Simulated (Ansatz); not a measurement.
Input file for Ansatz (a program for electronic structure): R-RI-MP2/aug-cc-pV(T+d)Z on H8SSi2 (a complex), monomers drawn apart or pushed together. Files ending in .json are basis or fitting sets from the Basis Set Exchange.

Ansatz 0.2 input:
```yaml
crystal:
  periodic: [false, false, false]
  atoms:
    - {symbol: S, position_ang: [0.11707214, -0.62044738, 0.19740103]}
    - {symbol: H, position_ang: [0.56597115, 0.62354368, -0.03293470]}
    - {symbol: H, position_ang: [-1.16582462, -0.24740611, 0.06577021]}
    - {symbol: Si, position_ang: [1.24679231, -0.21452982, 3.32462970]}
    - {symbol: Si, position_ang: [-0.99280918, 0.48479147, 3.16815789]}
    - {symbol: H, position_ang: [2.09407923, 0.50373863, 2.34289682]}
    - {symbol: H, position_ang: [1.36437578, -1.67140348, 3.08434384]}
    - {symbol: H, position_ang: [1.77603133, 0.07679774, 4.68177274]}
    - {symbol: H, position_ang: [-1.48106449, 0.95311768, 4.49060483]}
    - {symbol: H, position_ang: [-1.87167459, -0.62205970, 2.72185109]}
    - {symbol: H, position_ang: [-1.12915227, 1.60900497, 2.20990475]}
basis:
  gaussian:
    orbitals: aug-cc-pV_T+d_Z.json
    fitting: {mean_field: def2-universal-JKFIT, correlation: aug-cc-pVTZ-RIFIT.json}
magnetization: {spin_polarized: false}
correlation: {method: mp2, electrons: outside_noble_gas}
scf: {lower_state_search: off}
```

Output:

```
WARN ansatz: RAYON_NUM_THREADS=1 ignored (pool sized by the plan → 1); use --threads N
Functional definition: HF
these checks for a lower state are left out or cut short: stability, starts, cluster_reference, orbital_swaps, neighbouring_geometries, increment
integrals: 0.53 GiB planned
528 factors; integrals over basis functions are off by at most 1.3e0 eV
mean field: 0.79 GiB planned
mean field evaluation 1: about -26667.5369 eV, gradient 1.8e1 eV
mean field evaluation 2: about -26669.2244 eV, gradient 5.9e0 eV
mean field evaluation 4: about -26669.4460 eV, gradient 4.2e-1 eV
mean field -26669.44810394 eV, -980.0841406187 hartree, gradient 8.8e-7 eV, S^2 0.000000; 0 other end points of the search recorded, 0 dependent functions left out
15 core orbitals not correlated
809 factors; their error is unknown
reference -26669.44810394 eV, -980.0841406187 hartree; 11, 11 occupied and 323, 323 virtual orbitals, 809 factors
second order -12.90845024 eV of doubles, -0.00000000 eV of singles
Total energy: -26682.35655418 eV, -980.5585174154 hartree
Checks for a lower state left out: stability, starts, cluster_reference, orbital_swaps, neighbouring_geometries, increment
```

Self-consistency was reached.

Cost: around 3 core-seconds (rough).
